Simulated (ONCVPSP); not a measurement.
**Transferability test, ONCV potential for mercury**

ONCVPSP 4.0.1 input, shortened (lines: element, Z, core and valence counts, functional; n l f; lmax; l rc ep ncon nbas qcut; lloc lpopt rc5 dvloc0; l nproj debl; icmod fcfact rcfact), PBE, scalar-relativistic:

```
  Hg 80.00   10    4        4      upf
    1    0    2.00
    2    0    2.00
    2    1    6.00
    3    0    2.00
    3    1    6.00
    3    2   10.00
    4    0    2.00
    4    1    6.00
    4    2   10.00
    4    3   14.00
    5    0    2.00
    5    1    6.00
    5    2   10.00
    6    0    0.50
    2
    0    1.40    0.00    4    9    5.70
    1    1.70    0.00    5    9    5.20
    2    2.05    0.00    3    8    5.70
    4    5    1.10    4.00
    0    2    2.80
    1    3    3.50
    2    2    2.50
    2    0.50    0.90
```

Energies are relative to the spin-unpolarised reference configuration 5s2 5p6 5d10 6s0.5; without spin polarisation the order of configurations can differ from experiment.

```tsv
valence configuration	charge	ΔE all-electron (eV)	error AE − PS (meV)
5s2 5p6 5d10 6s2	0	-19.095	+0.1
5s2 5p6 5d10 6s1	+1	-8.407	+1.5
5s2 5p6 5d10 6s0	+2	10.569	-5.6
5s2 5p6 5d10 6s0 6p1	+1	-0.996	+0.8
```
